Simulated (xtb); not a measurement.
C4CoO4 (SMILES [O+]#[C-]->[Co+](<-[C-]#[O+])(<-[C-]#[O+])<-[C-]#[O+]), charge +1, singlet, at a GFN2-xTB geometry (such geometries of metal compounds can be far from the true shape) (the multiplicity is a formal guess); GFN2-xTB with ALPB(dmso) (xtb).

Here is a job for xtb.
```
$ xtb mol.xyz --gfn 2 --chrg 1 --alpb dmso --json

# file mol.xyz
9

Co     0.00000000    -0.00000000     0.00000000
O      1.04717025     1.06346998    -2.50588683
C      0.64525194     0.65529561    -1.54409307
O     -1.04717025    -1.06346998     2.50588683
C     -0.64525194    -0.65529561     1.54409307
O      0.13814426    -2.70219901    -1.08905436
C      0.08512260    -1.66505794    -0.67106035
O     -0.13814426     2.70219901     1.08905436
C     -0.08512260     1.66505794     0.67106035
```

It wrote (shortened):

```
   ID    Z sym.   atoms
    1   27 Co     1
    2    8 O      2, 4, 6, 8
    3    6 C      3, 5, 7, 9

           -------------------------------------------------
          |                Calculation Setup                |
           -------------------------------------------------

           -------------------------------------------------
          |                 G F N 2 - x T B                 |
           -------------------------------------------------

      * Solvation model:               ALPB
        Solvent                        dmso
        Parameter file                 internal GFN2-xTB/ALPB
        Dielectric constant                4.6680E+01
        Reference state                gsolv [1 M gas/solution]
        Free energy shift                  7.1947E-03 Eh       4.5147E+00 kcal/mol
        Temperature                        2.9815E+02 K
        Density                            1.1000E+00 kg/L
        Solvent mass                       7.8130E+01 g/mol
        Interaction kernel             P16
        Born radius scaling (c1)           1.7927E+00
        Born radii integrator          GBOBC
        Born offset                        0.0000E+00 a0       0.0000E+00 AA
        H-bond correction              true
        Ion screening                  false
        Surface tension                    1.0000E-05 Eh       1.5569E+01 dyn/cm
        Grid points                               230 per atom

          ...................................................
          :                      SETUP                      :
          :.................................................:
          :  # basis functions                  42          :
          :  # atomic orbitals                  41          :
          :  # shells                           19          :
          :  # electrons                        48          :
          :  max. iterations                   250          :
          :  Hamiltonian                  GFN2-xTB          :
          :  restarted?                      false          :
          :  GBSA solvation                   true          :
          :  PC potential                    false          :
          :  electronic temp.          300.0000000     K    :
          :  accuracy                    1.0000000          :
          :  -> integral cutoff          0.2500000E+02      :
          :  -> integral neglect         0.1000000E-07      :
          :  -> SCF convergence          0.1000000E-05 Eh   :
          :  -> wf. convergence          0.1000000E-03 e    :
          :  Broyden damping             0.4000000          :
          :  net charge                          1          :
          :  unpaired electrons                  0          :
          ...................................................

 iter      E             dE          RMSdq      gap      omega  full diag
   1    -28.1575839 -0.281576E+02  0.136E+01    4.12       0.0  T
   2    -28.3285622 -0.170978E+00  0.581E+00    0.98       1.0  T
   3    -28.3345844 -0.602225E-02  0.370E+00    1.96       1.0  T
   4    -28.3445724 -0.998792E-02  0.831E-01    1.32       1.0  T
   5    -28.3485815 -0.400910E-02  0.218E-01    1.46       1.0  T
   6    -28.3485994 -0.179608E-04  0.136E-01    1.53       1.0  T
   7    -28.3486725 -0.730459E-04  0.113E-02    1.49       2.9  T
   8    -28.3486729 -0.442295E-06  0.324E-03    1.49      10.3  T
   9    -28.3486729 -0.284769E-07  0.249E-04    1.50     133.7  T
  10    -28.3486729 -0.912266E-10  0.668E-05    1.50     498.6  T

   *** convergence criteria satisfied after 10 iterations ***

         :::::::::::::::::::::::::::::::::::::::::::::::::::::
         ::                     SUMMARY                     ::
         :::::::::::::::::::::::::::::::::::::::::::::::::::::
         :: total energy             -27.998396623938 Eh    ::
         :: total w/o Gsasa/hb       -27.993888926862 Eh    ::
         :: gradient norm              0.006379754636 Eh/a0 ::
         :: HOMO-LUMO gap              1.495452438971 eV    ::
         ::.................................................::
         :: SCC energy               -28.348659953772 Eh    ::
         :: -> isotropic ES            0.144032382152 Eh    ::
         :: -> anisotropic ES         -0.017820722129 Eh    ::
         :: -> anisotropic XC          0.009514315633 Eh    ::
         :: -> dispersion             -0.006894305697 Eh    ::
         :: -> Gsolv                  -0.074370983688 Eh    ::
         ::    -> Gelec               -0.069863286613 Eh    ::
         ::    -> Gsasa               -0.011702391124 Eh    ::
         ::    -> Ghb                  0.000000000000 Eh    ::
         ::    -> Gshift               0.007194694049 Eh    ::
         :: repulsion energy           0.350263329834 Eh    ::
         :: add. restraining           0.000000000000 Eh    ::
         :: total charge               1.000000000000 e     ::
         :::::::::::::::::::::::::::::::::::::::::::::::::::::

           -------------------------------------------------
          |                Property Printout                |
           -------------------------------------------------

    * Orbital Energies and Occupations

         #    Occupation            Energy/Eh            Energy/eV
      -------------------------------------------------------------
         1        2.0000           -0.8585762             -23.3630
       ...           ...                  ...                  ...
        12        2.0000           -0.6827918             -18.5797
        13        2.0000           -0.6815595             -18.5462
        14        2.0000           -0.6815591             -18.5462
        15        2.0000           -0.6793804             -18.4869
        16        2.0000           -0.6746890             -18.3592
        17        2.0000           -0.6273727             -17.0717
        18        2.0000           -0.5691739             -15.4880
        19        2.0000           -0.5691739             -15.4880
        20        2.0000           -0.5531796             -15.0528
        21        2.0000           -0.4741197             -12.9015
        22        2.0000           -0.4651840             -12.6583
        23        2.0000           -0.4651839             -12.6583
        24        2.0000           -0.4529054             -12.3242 (HOMO)
        25                         -0.3979485             -10.8287 (LUMO)
        26                         -0.3435221              -9.3477
        27                         -0.3416446              -9.2966
        28                         -0.3416445              -9.2966
        29                         -0.3362406              -9.1496
        30                         -0.3253165              -8.8523
        31                         -0.3253159              -8.8523
        32                         -0.3028874              -8.2420
        33                         -0.2681870              -7.2977
        34                          0.0582700               1.5856
        35                          0.5245200              14.2729
       ...                                ...                  ...
        41                          1.0725186              29.1847
      -------------------------------------------------------------
                  HL-Gap            0.0549569 Eh            1.4955 eV
             Fermi-level           -0.4254270 Eh          -11.5765 eV

     #   Z          covCN         q      C6AA      α(0)
     1  27 Co       3.516    -0.123   144.528    24.631
     2   8 O        0.856     0.030    14.716     5.143
     3   6 C        1.739     0.251    25.487     8.167
     4   8 O        0.856     0.030    14.716     5.143
     5   6 C        1.739     0.251    25.487     8.167
     6   8 O        0.856     0.030    14.716     5.143
     7   6 C        1.739     0.251    25.487     8.167
     8   8 O        0.856     0.030    14.716     5.143
     9   6 C        1.739     0.251    25.487     8.167

 Mol. C6AA /au·bohr⁶  :       2223.738759
 Mol. C8AA /au·bohr⁸  :      82766.398811
 Mol. α(0) /au        :         77.871615

Wiberg/Mayer (AO) data.
largest (>0.10) Wiberg bond orders for each atom

 ---------------------------------------------------------------------------
     #   Z sym  total        # sym  WBO       # sym  WBO       # sym  WBO
 ---------------------------------------------------------------------------
     1  27 Co   4.529 --     7 C    0.962     9 C    0.962     5 C    0.962
                             3 C    0.962     6 O    0.170     8 O    0.170
                             4 O    0.170     2 O    0.170
     2   8 O    2.680 --     3 C    2.467     1 Co   0.170
     3   6 C    3.583 --     2 O    2.467     1 Co   0.962
     4   8 O    2.680 --     5 C    2.467     1 Co   0.170
     5   6 C    3.583 --     4 O    2.467     1 Co   0.962
     6   8 O    2.680 --     7 C    2.467     1 Co   0.170
     7   6 C    3.583 --     6 O    2.467     1 Co   0.962
     8   8 O    2.680 --     9 C    2.467     1 Co   0.170
     9   6 C    3.583 --     8 O    2.467     1 Co   0.962
 ---------------------------------------------------------------------------

Topologies differ in total number of bonds
Writing topology from bond orders to xtbtopo.mol

molecular dipole:
                 x           y           z       tot (Debye)
 q only:        0.000      -0.000      -0.000
   full:        0.000      -0.000      -0.000       0.000
molecular quadrupole (traceless):
                xx          xy          yy          xz          yz          zz
 q only:       -6.113       0.993       3.706      -3.723       0.373       2.408
  q+dip:       -8.237       1.339       4.993      -5.017       0.502       3.244
   full:       -4.867       0.791       2.950      -2.964       0.297       1.917

           -------------------------------------------------
          | TOTAL ENERGY              -27.998396623938 Eh   |
          | GRADIENT NORM               0.006379754636 Eh/α |
          | HOMO-LUMO GAP               1.495452438971 eV   |
           -------------------------------------------------

normal termination of xtb
```
